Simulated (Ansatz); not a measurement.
Ansatz (a first-principles code) input (PBE0/def2-TZVP):

Ansatz 0.2 input:
```yaml
crystal:
  periodic: [false, false, false]
  atoms:
    - {symbol: Lu, position_ang: [-0.00000000, -0.00000000, -0.02644740]}
    - {symbol: H, position_ang: [0.00000000, 0.00000000, 1.87776509]}
basis:
  gaussian:
    orbitals: def2-TZVP
hamiltonian:
  xc: {name: PBE0}
relax: {f_tol: 0.003, max_steps: 100}
```

End of the output:

```
reference -33651.55109417 eV, -1236.6716928701 hartree; 22, 22 occupied and 80, 80 virtual orbitals, 907 factors
relax step   1: F+E_penalty+E_count = -33651.55106923 eV  Δ(F+E_penalty+E_count) = +0.000e0 eV  max|allowed force component| = 2.397e-2 eV/Å  Δτ_max = 0.0000 Å  (28 SCF iters, accepted)
these checks for a lower state are left out or cut short: starts, cluster_reference, orbital_swaps, neighbouring_geometries, increment
integrals: 0.04 GiB planned
907 factors; their error is unknown
mean field: 0.37 GiB planned
mean field evaluation 16: about -33651.4385 eV, gradient 7.4e-1 eV
mean field -33651.55102166 eV, -1236.6716902056 hartree, gradient 1.0e-5 eV, S^2 0.000000; 0 other end points of the search recorded, 0 dependent functions left out
the calculation of the forces begins
reference -33651.55104654 eV, -1236.6716911197 hartree; 22, 22 occupied and 80, 80 virtual orbitals, 907 factors
relax step   2: F+E_penalty+E_count = -33651.55102166 eV  Δ(F+E_penalty+E_count) = +4.757e-5 eV  max|allowed force component| = 3.746e-2 eV/Å  Δτ_max = 0.0036 Å  (34 SCF iters, rejected (line search))
these checks for a lower state are left out or cut short: starts, cluster_reference, orbital_swaps, neighbouring_geometries, increment
integrals: 0.04 GiB planned
907 factors; their error is unknown
mean field: 0.37 GiB planned
mean field -33651.55110312 eV, -1236.6716931992 hartree, gradient 1.2e-5 eV, S^2 0.000000; 0 other end points of the search recorded, 0 dependent functions left out
the calculation of the forces begins
reference -33651.55112803 eV, -1236.6716941147 hartree; 22, 22 occupied and 80, 80 virtual orbitals, 907 factors
relax step   3: F+E_penalty+E_count = -33651.55110312 eV  Δ(F+E_penalty+E_count) = -3.389e-5 eV  max|allowed force component| = 2.770e-4 eV/Å  Δτ_max = 0.0014 Å  (32 SCF iters, accepted)
integrals: 0.04 GiB planned
907 factors; their error is unknown
mean field: 0.37 GiB planned
mean field evaluation 32: about -33651.4387 eV, gradient 2.7e-1 eV
mean field -33651.55110312 eV, -1236.6716931992 hartree, gradient 1.3e-5 eV, S^2 0.000000; 1 other end points of the search recorded, 0 dependent functions left out
the calculation of the forces begins
reference -33651.55112803 eV, -1236.6716941147 hartree; 22, 22 occupied and 80, 80 virtual orbitals, 907 factors
Total energy: -33651.55112803 eV, -1236.6716941147 hartree
Atom 0 at    -0.000000    -0.000000    -0.025019 Å, force    -0.000000    -0.000000    -0.000277 eV/Å
Atom 1 at     0.000000     0.000000     1.876337 Å, force     0.000000     0.000000     0.000277 eV/Å
Dipole moment:     0.000000     0.000000    -0.334172 e Å
```
